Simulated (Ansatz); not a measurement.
`FC(Br)I`, 5 atoms. Charge 0, multiplicity 1. Correlated methods include outer-core shells of Br, I, which these sets cover unevenly. Scalar relativity is left out up to krypton. I takes the def2 core potential. All runs use 2 threads of a server CPU on a shared host. Correlated methods freeze the cores.

**Question.** Give the basis size and wall time and peak host memory of each of these runs in Ansatz. RKS B2PLYP (frozen core)/def2-TZVPP energy; RHF-MP2/def2-QZVPP energy; RHF-CCSD(T)/def2-TZVPP energy; RKS PBE0-D4/def2-SVP energy; RKS ωB97M-V/def2-SVP energy; RKS PBE0-D4/def2-QZVPP energy; RKS ωB97M-V/def2-TZVPP energy and forces; RKS B97M-V/def2-TZVPP energy; RKS PBE0-D4/def2-TZVP relaxation (6 steps); RHF-CCSD(T)/def2-SVP energy; RKS PBE0-D4/def2-TZVP frequencies; RKS BLYP-D4/def2-TZVPP energy. (Best estimate.)

**Answer.** The calculation gave: Other jobs shared the machine, so times are rough.

| level | job | functions | wall time | peak host memory (GiB) |
| --- | --- | --- | --- | --- |
| RKS PBE0-D4/def2-SVP | energy | 91 | 1.7 s | 0.22 |
| RKS BLYP-D4/def2-TZVPP | energy | 174 | 2 s | 0.22 |
| RKS B2PLYP (frozen core)/def2-TZVPP | energy | 174 | 5.5 s | 0.45 |
| RKS ωB97M-V/def2-SVP | energy | 91 | 6 s | 0.3 |
| RHF-CCSD(T)/def2-SVP | energy | 91 | 7 s | 0.37 |
| RKS PBE0-D4/def2-QZVPP | energy | 315 | 7.5 s | 1 |
| RKS B97M-V/def2-TZVPP | energy | 174 | 8.5 s | 0.28 |
| RKS ωB97M-V/def2-TZVPP | energy and forces | 174 | 11 s | 0.59 |
| RHF-MP2/def2-QZVPP | energy | 315 | 16 s | 1.2 |
| RKS PBE0-D4/def2-TZVP | relaxation (6 steps) | 166 | 28 s | 0.46 |
| RKS PBE0-D4/def2-TZVP | frequencies | 166 | 92 s | 0.46 |
| RHF-CCSD(T)/def2-TZVPP | energy | 174 | 100 s | 2 |
